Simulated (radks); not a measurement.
The numbers below are computed, except where a source is named.
Question: These are the eigenvalues of the occupied orbitals of an atom or ion with whole-number occupations (eV). Level of theory: scalar-relativistic Kohn-Sham, AM05, spin-polarised, spherical densities, finite nucleus; Fermi nuclear charge, rms radius of each element as measured or else 0.836 A^(1/3) + 0.57 fm (a radial shooting solver on a logarithmic mesh with Libxc functionals).

| orbital | eigenvalue |
|---|---|
| 1s up | -13352.93 |
| 1s down | -13352.83 |
| 2s up | -1785.383 |
| 2s down | -1785.322 |
| 2p up | -1582.203 |
| 2p down | -1582.108 |
| 3s up | -291.3917 |
| 3s down | -291.2803 |
| 3p up | -227.1920 |
| 3p down | -227.0605 |
| 3d up | -120.7058 |
| 3d down | -120.5194 |
| 4s up | -68.0148 |
| 4s down | -66.4660 |
| 4p up | -53.0002 |

Which element is it, and in what charge state? The configuration may be excited. Open shells, if any, are filled with parallel spins first.

Answer: Z = 35, bromine, charge +4: Br4+ in [Ar] 3d10 4s2 4p1. The list shows which subshells hold electrons but not how many an open one holds; the 1s level, -490.71 hartree, gives Z - s = 31.3 by -(Z - s)^2/2, which with screening and relativity narrows Z to a few neighbours, and the depths of the outer levels then fix element, charge and occupations together.
